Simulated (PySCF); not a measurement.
Species: OsO4 (singlet state).
Structure used (PBE0-D3(BJ)/def2-SVP), in Å, numbered top down from 1:
```xyz
5
OsO4 angstrom
Os     0.0146   -0.0221   -0.0123
O      0.0263   -0.0458    1.6803
O      1.6065   -0.0395   -0.5867
O     -0.7643    1.3806   -0.5522
O     -0.8082   -1.3837   -0.5912
```

Theory: PBE0-D3(BJ)/def2-SVP geometry optimisation, gas phase, def2 core potentials past Kr in PySCF 2.14.0.

Problem. Which atoms are bound to Os1, and at what distances?

Solution. 4 atoms: O3 1.692 Å, O2 1.693 Å, O4 1.693 Å, O5 1.693 Å.

Problem. What is the shape at Os1?

Solution. Tetrahedral: angles from 109.4° to 109.5°; τ4 = (360° − α − β)/141° = 1.00 with α and β the two widest (0 for a square, 1 for a tetrahedron).

Problem. What are the rotational constants (commonest isotopes, rigid rotor)?

Solution. A = 4136, B = 4136, C = 4133 MHz: a spherical top.

Point group: Td (tolerance 0.08 Å). Charge 0, singlet. No PBE0-D3(BJ)/def2-SVP frequencies stand behind this structure, so it isn't proved a minimum.
